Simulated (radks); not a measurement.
Effect of the nuclear size on the neon ion Ne+, [He] 2s2 2p5. Method: Dirac Kohn-Sham, LDA (Slater exchange, Perdew-Wang correlation), spin-unpolarised, spherical densities, finite nucleus; open shells are shared between the two j in proportion to 2j + 1; Fermi nuclear charge, rms radius 3.0055 fm; computed with a radial shooting solver on a logarithmic mesh with Libxc functionals. The rms radius is varied about that value; shifts are against it.

rms radius (fm)  total energy shift (eV)  density at nucleus (e/bohr^3)  1s1/2 shift (meV)
2.4284                         -0.000410                            643             -0.168
2.8973                        -0.0000834                          642.2             -0.034
3.0055                                 0                            642              0.000
3.2459                          0.000196                          641.6              0.080
3.4503                          0.000374                          641.4              0.153

Slopes of the eigenvalues against <r^2> in GHz/fm^2, as finite differences over the two radii next to the reference (eigenvalue slopes, not the field-shift constants of lines): 1s1/2 12.9.
